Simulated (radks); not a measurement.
Te+, 51 electrons, occupied as [Kr] 4d9 5s2 5p4 (not the ground configuration). All-electron calculation, Dirac Kohn-Sham, PBEsol, spin-unpolarised, spherical densities, finite nucleus; open shells fill j = l - 1/2 first; Fermi nuclear charge, rms radius 4.7423 fm. Program: a radial shooting solver on a logarithmic mesh with Libxc functionals.

Unscreened Slater integrals over Kohn-Sham orbitals (hartree). Large and small components are both included.

integral            value
F0(5p3/2,5p3/2)   0.37702
F2(5p3/2,5p3/2)   0.20236
F0(5p3/2,5p1/2)   0.38426
G2(5p3/2,5p1/2)   0.20540
F0(5p3/2,5s1/2)   0.41085
G1(5p3/2,5s1/2)   0.26710
F0(5p3/2,4d5/2)   0.47439
F2(5p3/2,4d5/2)   0.12816
G1(5p3/2,4d5/2)  0.039455
G3(5p3/2,4d5/2)  0.036553
F0(5p1/2,5p1/2)   0.39206
F0(5p1/2,5s1/2)   0.42089
G1(5p1/2,5s1/2)   0.28210
F0(5p1/2,4d5/2)   0.49132
G3(5p1/2,4d5/2)  0.041412
F0(5s1/2,5s1/2)   0.45877
F0(5s1/2,4d5/2)   0.56145
G2(5s1/2,4d5/2)  0.070462
F0(4d5/2,4d5/2)   0.94515
F2(4d5/2,4d5/2)   0.47822
F4(4d5/2,4d5/2)   0.31717
